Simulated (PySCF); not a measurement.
(2S)-2-fluoro-1-methoxypropane (C4H9FO), SMILES COC[C@H](C)F.

Geometry optimised at PBE-D3(BJ)/def2-SVP. The values are those of a single conformer.

Vertical ionisation energy (IE) and electron affinity (EA) in eV. Rows of orbital energies are one-electron estimates. Where ΔSCF, EOM or ADC give a negative EA the extra electron is unbound and the value depends on the basis.

```tsv
level	IE	EA
−ε(HOMO), −ε(LUMO), B3LYP/def2-TZVP (PySCF)	7.42	-0.71
−ε(HOMO), −ε(LUMO), PBE/def2-TZVP (PySCF)	6.05	-0.23
```
